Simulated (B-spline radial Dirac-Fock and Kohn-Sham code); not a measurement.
## Satellites and hypersatellites of the K lines of Ga

System: the free gallium atom in the configuration 1s2 2s2 2p6 3s2 3p6 3d10 4s2 4p1.

Input file task.json (cfg lists n, l and occupation; rrms is the nuclear radius in fm):

```json
{"items": [{
  "Z": 31,
  "q": 0,
  "cfg": [[1, 0, 2], [2, 0, 2], [2, 1, 6], [3, 0, 2], [3, 1, 6], [3, 2, 10], [4, 0, 2], [4, 1, 1]],
  "A": 69,
  "rrms": 3.9973,
  "do": ["binding", "quiet", "double"]
}]}
```

Launch: `python xray_run.py task.json out`

Model: Dirac-Fock (average of configuration) total-energy differences with a finite nucleus, the Breit interaction including its frequency dependence, and self-energy and vacuum-polarisation corrections. Program: a radial finite-basis atomic code. Each two-hole energy is an average over J within one jj subconfiguration, not an observable level; in light atoms, where LS coupling holds, the j-resolved values are not observed lines, and for a K spectator the Kα1 hypersatellite is nearly forbidden. Electron correlation is not included.

Lines without a spectator: Kα2 (K-L2) 9223.8 eV, Kα1 (K-L3) 9250.9 eV, Kβ3 (K-M2) 10258.1 eV, Kβ1 (K-M3) 10261.7 eV. Shifts in eV with one spectator hole (a dash: not computed, or left out as unreliable):

| spectator hole | Kα2 | Kα1 | Kβ3 | Kβ1 |
| --- | --- | --- | --- | --- |
| K (1s) | +330.6 | +334.3 | +412.6 | +413.2 |
| L2 (2p1/2) | +32.0 | +39.2 | – | +85.2 |
| L3 (2p3/2) | +35.5 | +34.3 | +81.3 | – |
| M2 (3p1/2) | – | +2.89 | +5.52 | +7.48 |
| M3 (3p3/2) | +2.54 | – | +6.87 | +6.38 |
| M4 (3d3/2) | -0.25 | -1.24 | – | – |
| M5 (3d5/2) | -1.33 | -0.69 | – | – |
